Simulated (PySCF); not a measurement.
## GeCl₄ + CCl₂ → GeCl₂ + CCl₄

Level: PBE0 in the def2-TZVP basis family, all electrons, no relativity, computed in PySCF with density fitting; open shells unrestricted.

| species | state and structure | E (Eh) | ZPE (kJ/mol) | H(298 K) − H(0) (kJ/mol) | S° (J/(mol K)) |
| --- | --- | --- | --- | --- | --- |
| GeCl₄ | singlet, Td, Ge–Cl 2.117 Å (×4) | -3917.17489 | 15.2 | 21.2 | 348.6 |
| CCl₂ | singlet, C2v, C–Cl 1.708 Å (×2); Cl–C–Cl 109.5° | -958.08756 | 11.2 | 11.4 | 264.3 |
| GeCl₂ | singlet, C2v, Ge–Cl 2.182 Å (×2); Cl–Ge–Cl 100.1° | -2996.95593 | 5.7 | 13.2 | 295.3 |
| CCl₄ | singlet, Td, C–Cl 1.763 Å (×4) | -1878.30320 | 25.4 | 17.1 | 308.9 |

(1) What is the electronic reaction energy?

(2) Add zero-point, thermal and entropy terms for 298.15 K and 1 bar.

Answers

(1) At PBE0/def2-TZVP, ΔE = 8.7 kJ/mol from the differences of the total energies times 2625.5, uphill. 

(2) ΔZPE = 4.7 and Δ[H(298) − H(0)] = -2.3 kJ/mol give ΔH° = 11.1 kJ/mol. ΔS° = -8.7 J/(mol K), so ΔG° = 11.1 − 298.15 × (-0.0087) = 14 kJ/mol and log₁₀K = -2.4.

Only the bonding shown was studied: isomers, or loss of a ligand pair, can lie lower.
